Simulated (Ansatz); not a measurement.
HKO, singlet, geometry from GFN2-xTB (such geometries of metal compounds can be far from the true shape); SVWN5/pcseg-1 (Ansatz, an electronic-structure program).

The Ansatz input:
Ansatz 0.2 input:
```yaml
crystal:
  periodic: [false, false, false]
  atoms:
    - {symbol: K, position_ang: [-0.51599211, -0.25332463, -0.43505305]}
    - {symbol: O, position_ang: [1.04778559, 0.44431587, 0.88093051]}
    - {symbol: H, position_ang: [1.42156540, 1.25864102, 1.21856393]}
basis:
  gaussian:
    orbitals: pcseg-1.json
    final_grid: {core_spheres: 14, valence_spheres: 28, degree: 59}
hamiltonian:
  xc: {name: SVWN5}
```
The basis file holds pcseg-1 in the JSON format of the Basis Set Exchange.

The log (banner, timings and long lists left out):

```
Functional definition: SVWN5
504 factors; their error is unknown
mean field evaluation 1: about -18314.6923 eV, gradient 7.3e1 eV
mean field evaluation 2: about -18122.5640 eV, gradient 2.0e2 eV
mean field evaluation 4: about -18324.5255 eV, gradient 1.0e1 eV
mean field evaluation 8: about -18324.7640 eV, gradient 1.4e-1 eV
mean field evaluation 16: about -18324.7468 eV, gradient 8.4e-5 eV
mean field -18324.74679270 eV, -673.4220236721 hartree, gradient 8.4e-5 eV, S^2 0.000000; 0 other end points of the search recorded, 0 dependent functions left out
reference -18324.74690060 eV, -673.4220276376 hartree; 14, 14 occupied and 29, 29 virtual orbitals, 504 factors
Total energy: -18324.74690060 eV, -673.4220276376 hartree
```
